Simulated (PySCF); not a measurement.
B3LYP has the VWN-RPA correlation part, as in Gaussian. Excitations are Tamm–Dancoff values on a coarser integration grid. The basis has no diffuse functions, so Rydberg states are missing or too high.

Cartesian coordinates (Å):
SMILES: C[O][Ge]([O]C)([O]C)[O]C
```xyz
21

C      2.7313     0.4646     0.1119
O      1.6439    -0.3390     0.5376
Ge     0.0000    -0.0002     0.0001
O     -1.0708    -1.0166     0.9624
C     -0.9188    -1.1110     2.3686
O     -0.3213    -0.3785    -1.6909
C     -0.4133    -1.7220    -2.1336
O     -0.2516     1.7336     0.1913
C     -1.3991     2.3684    -0.3469
H      2.9409     0.3326    -0.9655
H      3.6243     0.1537     0.6766
H      2.5505     1.5369     0.3008
H     -1.5993    -1.8974     2.7313
H     -1.1849    -0.1643     2.8737
H      0.1131    -1.3782     2.6549
H     -1.1346    -2.3050    -1.5351
H     -0.7531    -1.7115    -3.1812
H      0.5653    -2.2344    -2.0932
H     -2.3207     2.0669     0.1839
H     -1.2730     3.4559    -0.2265
H     -1.5288     2.1453    -1.4201
```
Charge 0, multiplicity 1.

**Question.** What S1 oscillator strength, HOMO, HOMO–LUMO gap, S1 excitation (TDA), total energy, T1 excitation (TDA), S1–T1 gap (TDA) and LUMO does PySCF with B3LYP-D3(BJ)/def2-TZVP // B3LYP-D3(BJ)/def2-SVP give?

**Answer.** 
```
Property                        Value
----------------------  -------------
S1 oscillator strength          0.014
HOMO                         -7.81 eV
HOMO–LUMO gap                 7.67 eV
S1 excitation (TDA)           6.56 eV
total energy            -2537.8754 Ha
T1 excitation (TDA)           6.14 eV
S1–T1 gap (TDA)               0.42 eV
LUMO                         -0.15 eV
```
